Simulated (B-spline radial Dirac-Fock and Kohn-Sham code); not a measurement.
Internal conversion coefficients of Cs at 500 keV

Z = 55 (cesium), transition energy 500 keV. The computed values come from a radial finite-basis atomic code: a Dirac-Hartree-Slater potential of the neutral atom with a Latter tail (no hole, which puts coefficients of high multipoles low close above an edge), finite nucleus with surface currents. Subshells that would emit electrons below 1 keV are left out.

```csv
subshell,electron energy (keV),E1,E2,E4,M4,M5
K,464.01,0.00269,0.00796,0.0548,0.253,0.680
L1,494.29,0.000304,0.000905,0.00664,0.0382,0.111
L2,494.64,1.41e-05,0.000167,0.00699,0.00629,0.0239
L3,494.99,1.79e-05,0.000115,0.00283,0.00690,0.0365
M1,498.79,6.14e-05,0.000183,0.00136,0.00803,0.0237
M2,498.93,3.11e-06,3.70e-05,0.00157,0.00142,0.00543
M3,499.00,3.98e-06,2.58e-05,0.000643,0.00160,0.00858
M4,499.26,1.79e-08,1.00e-07,7.84e-06,1.66e-05,0.000113
M5,499.27,2.77e-08,9.57e-08,4.47e-06,5.28e-06,5.77e-05
total,,0.00311,0.00946,0.0758,0.318,0.900
```

Task: For a pure M5 transition, what fraction of decays emits a photon?

Result: 1/(1 + α) = 0.526 with the total α = 0.900; the total includes the outer subshells that are not listed.
